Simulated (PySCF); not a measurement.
**Does the structure fit the spectrum?**

A compound C₅H₇F₃O gives the data below (simulated from a calculation) and was assigned the structure `CO[C@H](C)C(F)=C(F)F`.

13C{1H} NMR (computed): δ 158.1 (CH), 134.7 (C), 90.8 (CH2), 72.1 (CH), 17.1 (CH3).

1H NMR (300 MHz, computed): δ 6.64 (m, 1H), 4.43 (m, 1H), 4.43 (m, 1H), 4.42 (m, 1H), 1.54 (d, 3H).

PySCF 2.14.0 with density-fitted response routines calculation with geometry: GFN2-xTB and σ from GIAO-PBE0/pcSseg-1; single conformer, one averaged value for each set of equivalent atoms, relativity neglected, no solvent model.

Shifts are taken against calculated references (same method and geometry level): TMS for 1H, 13C.

**Question.** Compare with the shifts computed for the proposed structure, pairing carbons in order of shift.

**Answer.** Mapped SMILES: `[CH3:1][O:2][C@H:3]([CH3:4])[C:5]([F:6])=[C:7]([F:8])[F:9]`; H(Xn) means a hydrogen on atom n.

```csv
atom,computed for proposal,given list,difference
C7,168.1,158.1,+10.0
C5,135.0,134.7,+0.3
C3,76.7,90.8,-14.1
C1,58.4,72.1,-13.7
C4,19.2,17.1,+2.1
```

The rms difference is 9.9 ppm and the largest -14.1 ppm at C3 (allylic sp3 CH bonded to O). The carbon types in order of shift don't match either: C, C, CH, CH3, CH3 for the proposal against CH, C, CH2, CH, CH3 in the data. The proposal doesn't fit.

**Question.** Which isomer fits?

**Answer.** SMILES C=CO[C@@H](C)C(F)(F)F.

- Carbon types of the structure: 1 × C, 2 × CH, 1 × CH2, 1 × CH3, which accounts for all hydrogens.
- δC 158.1: alkene carbon bearing oxygen; an sp2 carbon further deshielded by the attached heteroatom.
- δC 134.7: CF3 carbon; 3 electronegative neighbours deshield it.
- δC 90.8: β carbon of an enol-ether or enamine type C=C; the O or N lone pair pushes π density onto this β carbon and shields it.
- δC 72.1: sp3 CH bonded to O; pulled downfield by the heteroatom.

The shifts were computed for this structure.

Splittings by 19F in the carbon and heteronuclear signals aren't shown, as no couplings were computed. Shifts are as computed. Against solution values, carbons near 30 ppm lie about +3 ppm off and those near 130 ppm about +5 ppm. Of 1211 compounds with measured shifts, 218 miss one by over three times the rms of a fit or turn the order of signals round; such compounds aren't used in these exercises. Multiplicities follow the n + 1 count of equivalent neighbours, as no J values were calculated; m marks all less simple cases, F and P coupling included.
